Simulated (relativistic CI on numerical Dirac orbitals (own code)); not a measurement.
Line list: Electric-dipole lines, Pt²³⁺

These numbers are calculated, not measured: Dirac-Coulomb-Breit CI, KLI orbitals optimised for each configuration, a model potential for QED, unscaled Slater integrals (own radial code, finite nucleus).

Configuration list (outside the closed core [Ar] 3d10): 4s²4p⁶4d¹⁰4f⁹, 4s²4p⁶4d¹⁰4f⁸5s, 4s²4p⁶4d¹⁰4f⁷5s², 4s²4p⁶4d¹⁰4f⁸5p, 4s²4p⁶4d⁹4f¹⁰, 4s²4p⁶4d¹⁰4f⁸5d, 4s²4p⁶4d⁸4f¹¹, 4s²4p⁵4d¹⁰4f¹⁰, 4s²4p⁶4d¹⁰4f⁸6s, 4p⁶4d¹⁰4f¹¹. Levels of other configurations are missing.

```
λ vac (Å)                       Lower                         Upper   A (s⁻¹)        gf  Branching (%)
   149.77   4s²4p⁶4d¹⁰4f⁹ ⁶F°11/2 [3]  4s²4p⁶4d¹⁰4f⁸5s ⁴H13/2 [376]  1.40e+04  6.59e-07            3.7
   151.45    4s²4p⁶4d¹⁰4f⁹ ⁴F°9/2 [4]   4s²4p⁶4d¹⁰4f⁸5s ⁴F9/2 [355]  2.54e+04  8.74e-07            4.5
   153.42   4s²4p⁶4d¹⁰4f⁹ ⁶F°11/2 [3]  4s²4p⁶4d¹⁰4f⁸5s ⁴K11/2 [335]  1.19e+04  5.06e-07            3.8
   153.54    4s²4p⁶4d¹⁰4f⁹ ⁴F°9/2 [4]   4s²4p⁶4d¹⁰4f⁸5s ⁴G7/2 [334]  2.49e+04  7.03e-07            8.8
   154.42    4s²4p⁶4d¹⁰4f⁹ ⁴F°9/2 [4]  4s²4p⁶4d¹⁰4f⁸5s ⁴H11/2 [323]  3.11e+04  1.33e-06           12.0
   155.40    4s²4p⁶4d¹⁰4f⁹ ⁴F°9/2 [4]  4s²4p⁶4d¹⁰4f⁸5s ⁴I11/2 [314]  1.87e+04  8.14e-07            4.1
   156.25   4s²4p⁶4d¹⁰4f⁹ ⁶H°13/2 [2]  4s²4p⁶4d¹⁰4f⁸5s ²I11/2 [305]  2.74e+04  1.20e-06            9.1
   157.74   4s²4p⁶4d¹⁰4f⁹ ⁶H°11/2 [5]   4s²4p⁶4d¹⁰4f⁸5s ⁴G9/2 [316]  1.70e+04  6.34e-07            4.8
   157.76   4s²4p⁶4d¹⁰4f⁹ ⁶H°15/2 [1]  4s²4p⁶4d¹⁰4f⁸5s ⁶H13/2 [249]  2.71e+04  1.42e-06           14.0
   157.89    4s²4p⁶4d¹⁰4f⁹ ⁴F°9/2 [4]  4s²4p⁶4d¹⁰4f⁸5s ⁴G11/2 [289]  7.13e+04  3.20e-06           21.1
   158.06   4s²4p⁶4d¹⁰4f⁹ ⁶H°15/2 [1]  4s²4p⁶4d¹⁰4f⁸5s ⁴H13/2 [248]  1.23e+05  6.44e-06           41.1
   158.10  4s²4p⁶4d¹⁰4f⁹ ²K°15/2 [12]  4s²4p⁶4d¹⁰4f⁸5s ⁴K13/2 [350]  3.48e+04  1.82e-06           11.5
   158.82    4s²4p⁶4d¹⁰4f⁹ ⁶H°9/2 [6]   4s²4p⁶4d¹⁰4f⁸5s ⁴G9/2 [316]  3.76e+04  1.42e-06           10.7
   158.96  4s²4p⁶4d¹⁰4f⁹ ⁴L°19/2 [18]  4s²4p⁶4d¹⁰4f⁸5s ²M17/2 [395]  3.73e+04  2.54e-06           16.3
   159.86   4s²4p⁶4d¹⁰4f⁹ ⁶H°13/2 [2]  4s²4p⁶4d¹⁰4f⁸5s ⁴I11/2 [275]  3.89e+04  1.79e-06           14.9
   160.19   4s²4p⁶4d¹⁰4f⁹ ⁶F°11/2 [3]  4s²4p⁶4d¹⁰4f⁸5s ⁴I11/2 [275]  3.22e+04  1.48e-06           12.3
   161.02    4s²4p⁶4d¹⁰4f⁹ ⁴F°9/2 [4]  4s²4p⁶4d¹⁰4f⁸5s ⁴I11/2 [269]  1.20e+04  5.62e-07            5.1
   161.20    4s²4p⁶4d¹⁰4f⁹ ⁶H°7/2 [9]   4s²4p⁶4d¹⁰4f⁸5s ⁶G7/2 [307]  7.38e+04  2.30e-06           21.4
   161.83  4s²4p⁶4d¹⁰4f⁹ ⁴I°11/2 [23]   4s²4p⁶4d¹⁰4f⁸5s ²H9/2 [385]  5.62e+04  2.21e-06           13.4
   162.85   4s²4p⁶4d¹⁰4f⁹ ⁶H°11/2 [5]   4s²4p⁶4d¹⁰4f⁸5s ⁶K9/2 [274]  2.98e+04  1.18e-06            8.3
   162.86   4s²4p⁶4d¹⁰4f⁹ ⁶F°11/2 [3]  4s²4p⁶4d¹⁰4f⁸5s ⁶G13/2 [254]  2.46e+04  1.37e-06           12.3
   163.08    4s²4p⁶4d¹⁰4f⁹ ⁴F°9/2 [4]   4s²4p⁶4d¹⁰4f⁸5s ⁶I9/2 [253]  1.46e+04  5.80e-07            5.6
   163.22   4s²4p⁶4d¹⁰4f⁹ ⁶F°11/2 [3]  4s²4p⁶4d¹⁰4f⁸5s ⁴G11/2 [251]  6.82e+04  3.27e-06           23.8
   167.84  4s²4p⁶4d¹⁰4f⁹ ⁴M°15/2 [25]  4s²4p⁶4d¹⁰4f⁸5s ⁴K17/2 [340]  2.37e+04  1.80e-06            5.2
   168.02  4s²4p⁶4d¹⁰4f⁹ ⁴M°17/2 [32]  4s²4p⁶4d¹⁰4f⁸5s ⁴I15/2 [361]  2.79e+04  1.89e-06            5.8
   170.14  4s²4p⁶4d¹⁰4f⁹ ²K°15/2 [48]  4s²4p⁶4d¹⁰4f⁸5s ²I13/2 [392]  8.11e+04  4.93e-06           22.2
   170.15  4s²4p⁶4d¹⁰4f⁹ ⁴M°17/2 [32]  4s²4p⁶4d¹⁰4f⁸5s ⁴K17/2 [340]  2.60e+04  2.03e-06            5.7
   171.03  4s²4p⁶4d¹⁰4f⁹ ⁴K°15/2 [27]  4s²4p⁶4d¹⁰4f⁸5s ⁴K17/2 [319]  2.53e+04  2.00e-06           12.1
   171.31  4s²4p⁶4d¹⁰4f⁹ ⁴I°13/2 [19]  4s²4p⁶4d¹⁰4f⁸5s ⁴K11/2 [283]  4.89e+04  2.58e-06           12.1
   172.92  4s²4p⁶4d¹⁰4f⁹ ²M°19/2 [56]  4s²4p⁶4d¹⁰4f⁸5s ⁴M21/2 [372]  4.34e+04  4.28e-06           43.3
```

Terms are leading LS components. Brackets give the number of a level in order of energy, since labels repeat. The list gives strong lines, with weight on those to low levels, without lines whose two gauges differ by over a factor of 2.5, among the lowest 400 of 9354 levels, so that lines to higher ones, which can be the strongest, are missing. Levels whose partners in the same complex of configurations lie outside the list can be far off, and so can their lines. Rates are taken at the computed energies, electric ones in the length gauge.

At this charge energies of transitions that change n are usually good to better than 1 %, and those within a shell (Δn = 0) to a few per cent. Terms inside the open d or f shell come out 10 to 20 % too wide with unscaled integrals.

LS names give the leading component of a level, which can be under half, so a name can repeat, a term be missing and a line seem to break the LS rules.
